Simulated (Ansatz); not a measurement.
Species: InF2, net charge 0, doublet state. It need not be the lowest isomer of its formula. SMILES: [F][In][F]
Geometry: optimised at B3LYP-D3(BJ)/def2-TZVP (Ansatz, a quantum-chemistry and plane-wave program).

Parts of the frozen-core correlation energy in def2-SVPD (Ansatz, hartree). Frozen orbitals: 11; correlated occupied orbitals by spin: 9 and 8; virtual: 58 and 59. Open shells are spin-unrestricted. No spin-orbit coupling. Past Kr the def2 sets carry scalar-relativistic core potentials.

| term | value |
|---|---|
| reference (HF) | -387.98035 |
| MP2 opposite-spin | [?] |
| MP2 same-spin | -0.12661 |
| CCSD correlation | [?] |
| (T) | [?] |
| T1 diagnostic | 0.022 |
| largest doubles amplitude | 0.019 |
| <S^2> of the reference | 0.756 |

Task: Some entries are withheld; supply them.

Result: 
- MP2 opposite-spin, value: -0.32346
- CCSD correlation, value: -0.44914
- (T), value: -0.01124
